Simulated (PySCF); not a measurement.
C3H6BNO, SMILES B1(NCC1=C)O. Geometry optimised at r2SCAN-D4/def2-SVP. The structure was generated by enumeration, and PubChem lists no compound with its InChIKey, so it may never have been made. Other conformers were not sampled.

Computed equilibrium geometry at r2SCAN-D4/def2-SVP (PySCF confirms it by a frequency run) as bond lengths and angles, and its point group (one conformer of several):
point group Cs.
Atoms: C1 C2 C3 N4 B5 O6 H7 H8 H9 H10 H11 H12. Bonded distances (Å): C1–C2 1.336, C1–H7 1.095, C1–H8 1.098, C2–C3 1.535, C2–B5 1.579, C3–N4 1.475, C3–H9 1.108, C3–H10 1.108, N4–B5 1.425, N4–H11 1.012, B5–O6 1.359, O6–H12 0.965. Bond angles (°): C2–C1–H7 120.9, C2–C1–H8 122.4, H7–C1–H8 116.8, C1–C2–C3 131.0, C1–C2–B5 143.1, C3–C2–B5 85.9, C2–C3–N4 90.0, C2–C3–H9 114.5, C2–C3–H10 114.5, N4–C3–H9 114.1, N4–C3–H10 114.1, H9–C3–H10 108.8, C3–N4–B5 94.0, C3–N4–H11 125.2, B5–N4–H11 140.8, C2–B5–N4 90.1, C2–B5–O6 135.4, N4–B5–O6 134.6, B5–O6–H12 113.4.
Charge 0, spin multiplicity 1.
